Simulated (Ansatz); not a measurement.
A made-up structure of Al$_{2}$HClO, singlet:

Cl1  (-1.582, -1.622, 1.208)
Al2  (-0.676, -0.367, 0.517)
O3  (0.623, -0.721, -0.479)
Al4  (0.444, 0.918, -0.338)
H5  (1.190, 1.792, -0.907)
(Å)

It is relaxed with PBE-D4/def2-SVP and then PBE0-D4/def2-TZVP (Ansatz 0.2.0). Atoms count as bonded within 1.22 times the sum of their covalent radii (H–H: 0.88 Å). The end point is not checked to be a true minimum.

(1) Does its bonding change? (Judge from chemistry; the calculation decides.)

## Answers

(1) The calculation gives: No: no bond forms or breaks.

Where it ends: The first stage lowers the energy by 5.75 eV in 7 steps. It ends as Al₂HClO ([Cl][Al]1[O][AlH]1):
```
atom    x (Å)    y (Å)    z (Å)
 Cl1  -1.9185  -2.0482   1.4643
 Al2  -0.7791  -0.5261   0.5952
  O3   0.5898  -0.6530  -0.4529
 Al4   0.5952   1.0719  -0.4534
  H5   1.5126   2.1554  -1.1533
```

Labels in which every atom is bracketed show which atoms are joined, not bond orders.

For scale, one of the runs: PBE0-D4/def2-TZVP relaxation, 148 basis functions, launched by `ansatz run in.yaml --threads 2 --pin off --events-out ev --progress --plain --max-ram 4352MiB`. The run took about 16 s on 2 CPU threads of an Arm Neoverse V1 (shared host).
